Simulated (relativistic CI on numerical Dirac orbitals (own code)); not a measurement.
**Cd III: calculation against measurement**

Calculated at this level of theory: Dirac-Coulomb-Breit CI, separate exchange-only KLI orbitals for each configuration, QED by a radiative potential, valence Slater integrals scaled by 0.85, P86 correlation energy added to each configuration (own radial code, finite nucleus).

Configuration list (outside the closed core [Kr]): 4d¹⁰, 4d⁹5s, 4d⁹5p, 4d⁹4f, 4d⁹5d, 4d⁹6s, 4d⁹6p, 4d⁹6d, 4d⁹5f, 4d⁹5g, 4d⁹6f, 4d⁹6g. Double excitations out of closed p, d and f shells are left out; levels of such configurations are missing from the list, as are those of other unlisted configurations, and high levels can miss mixing partners.

| Configuration | Term (tabulated) | J | Measured (cm⁻¹) | Computed | Error | Purity (%) |
| --- | --- | --- | --- | --- | --- | --- |
| 4d¹⁰ | 1S | 0 | 0.0 | 0 | 0 | 100 |
| 4d⁹5s | 3D | 3 | 80454.3 | 83446 | 2991 | 100 |
| 4d⁹5s | 3D | 2 | 82354.6 | 85439 | 3084 | 80 |
| 4d⁹5s | 3D | 1 | 86219.5 | 89007 | 2788 | 100 |
| 4d⁹5s | 1D | 2 | 88871.8 | 92151 | 3279 | 80 |
| 4d⁹5d | 3S | 1 | 202966.1 | 199820 | -3146 | 78 |
| 4d⁹6s | 3D | 3 | 204421.1 | 201421 | -3000 | 100 |
| 4d⁹5d | 3D | 3 | 206087.7 | 202891 | -3197 | 78 |
| 4d⁹5d | 3F | 4 | 206967.8 | 203665 | -3303 | 81 |
| 4d⁹6s | 3D | 1 | 210220.5 | 207011 | -3209 | 100 |
| 4d⁹5d | 3G | 3 | 210837.5 | 207425 | -3412 | 79 |
| 4d⁹5d | 3F | 2 | 211924.8 | 209169 | -2756 | 77 |
| 4d⁹5d | 3D | 1 | 212049.8 | 207917 | -4132 | 75 |

Measured levels from Moore, Atomic Energy Levels, vol. III, NSRDS-NBS 35 (1971 reprint of NBS Circular 467, 1958); pairs were made by configuration, J and term (by order where the table uses no LS term), so strongly mixed levels may be paired wrongly. The analysis dates from before 1960.

Mean error by configuration (cm⁻¹): 4d⁹5s 3036; 4d⁹5d -3324; 4d⁹6s -3104. Over the excited levels the mean absolute error is 3191 cm⁻¹ (12 of the 28 excited levels that our extract of the source holds in range could be paired, and the others can miss by more), and the median relative error of those above 1,000 cm⁻¹ is 1.6 %.
